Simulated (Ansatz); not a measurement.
Start from `F[CH2][SnH2][Br]` and change one atom or group to get `F[CH2][SnH2][F]`.

Ansatz, PBE0-D4/def2-TZVP geometries, multiplicity 1. Each molecule was computed in one conformer, which needn't be the lowest.

Elements past krypton have def2 core potentials. Scalar relativity is left out up to krypton.

```
                               property  `F[CH2][SnH2][Br]`
     LUMO energy (PBE0/def2-TZVPP) / eV               -0.95
HOMO–LUMO gap (ωB97M-V/def2-TZVPP) / eV               10.91
     HOMO energy (PBE0/def2-TZVPP) / eV               -7.99
  HOMO energy (ωB97M-V/def2-TZVPP) / eV              -10.16
    HOMO energy (B3LYP/def2-TZVPP) / eV               -7.75
  HOMO–LUMO gap (B3LYP/def2-TZVPP) / eV                6.52
```

(1) Give the same properties after the change, and the shifts. (Estimate.)

## Answers

(1) Computed: 
```tsv
property	`F[CH2][SnH2][F]`	shift
LUMO energy (PBE0/def2-TZVPP) / eV	-0.85	0.10
HOMO–LUMO gap (ωB97M-V/def2-TZVPP) / eV	11.36	0.45
HOMO energy (PBE0/def2-TZVPP) / eV	-8.43	-0.44
HOMO energy (ωB97M-V/def2-TZVPP) / eV	-10.64	-0.48
HOMO energy (B3LYP/def2-TZVPP) / eV	-8.22	-0.47
HOMO–LUMO gap (B3LYP/def2-TZVPP) / eV	7.09	0.57
```

With PBE0 the HOMO falls by 0.44 eV and the LUMO rises by 0.10 eV, so the gap widens by about 0.54 eV. PBE moves the HOMO by -0.31 eV and ωB97M-V by -0.48 eV.

B3LYP here is the variant with VWN-RPA as its local correlation; programs differ in this.

Spin–orbit coupling is left out; it splits and shifts lone-pair levels of the heavy atoms by tenths of an eV.
